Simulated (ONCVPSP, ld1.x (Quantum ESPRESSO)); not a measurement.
Pseudopotentials across the periodic table

Generated with ld1.x 7.5 (TM, RRKJ, ultrasoft, PAW), atompaw 4.2 or ONCVPSP 4.0.1. The cutoff is in Ry: for ld1.x and atompaw files where the sum of valence levels is converged to 10 mRy in a Bessel basis, for ONCV files where the hardest occupied wave has 1 mHa per electron of residual kinetic energy. The error is the largest all-electron minus pseudo excitation energy over each file’s own four to seven test configurations (ionisations up to +4, promotions, holes and added fractions of an electron), all of which were solved. The labels leave out finer settings (local radius, basis sizes, second energies), which also bear on the numbers. Spin-polarised tests are not counted. The rows are a selection from randomly drawn settings: files with unsolved tests, undetermined cutoffs or missed reference levels are left out.

| element | potential | cutoff (Ry) | largest error (meV) | bound ghosts |
| --- | --- | --- | --- | --- |
| Si | ONCV, BLYP, scalar-relativistic, rc 1.50/1.50/1.50 (spd), local p, core correction no, reference 3s1.5 3p2.5, qcut 4/6.5/5.7, projectors 1/0/1 | 20 | +210 | none |
| Sc | ONCV, PBEsol, scalar-relativistic, rc 2.95/3.10/2.05 (spd), local smoothed, core correction yes, reference 3d1.5 4s1.5, qcut 1.9/2.5/6.9, projectors 2/2/1 | 38 | -463 | none |
| Sc | ONCV, LDA (Perdew-Zunger), scalar-relativistic, rc 2.75/3.25/2.90 (spd), local smoothed, core correction no, reference 3d1 4s1.75 4p0.25, qcut 2.9/2.7/6.4, projectors 1/2/3 | 26 | +151 | none |
| Ni | ONCV, PBE, non-relativistic, rc 0.95/1.10/0.95 (spd), local smoothed, core correction yes, reference 3s2 3p6 3d7, qcut 10.2/13.3/14.3, projectors 2/2/3 | 179 | +8.2 | none |
| Rb | TM, PBEsol, scalar-relativistic, rc 4.20/4.20/4.20 (spd), local smoothed, core correction yes, reference 4d0 5s0 5p1 | 6 | -3.8 | none |
| Sn | ONCV, PBE, scalar-relativistic, rc 1.45/1.46/1.65 (spd), local smoothed, core correction yes, reference 4s2 4p6 4d10 5s2 5p1, qcut 7.5/8.1/9.1, projectors 3/2/3 | 65 | -160 | none |
| Sb | ONCV, LDA (Perdew-Wang 92), scalar-relativistic, rc 1.95/2.15 (sp), local s, core correction no, reference 5s2 5p3, qcut 3.3/3.6, projectors 0/1 | 24 | +122 | none |
| I | TM, LDA (PZ), scalar-relativistic, rc 1.84/1.90 (sp), local p, core correction no, reference 5s2 5p4.75 | 35 | +74 | none |

(1) Fill in the row for Si: ONCV, PBE, non-relativistic, rc 1.05/0.95/0.85 (spd), local smoothed, core correction yes, reference 2s2 2p6 3s2 3p2, qcut 13.7/13.3/11.7, projectors 2/2/2.

Answers

(1) cutoff 154 Ry, largest error +2.8 meV, bound ghosts: none.
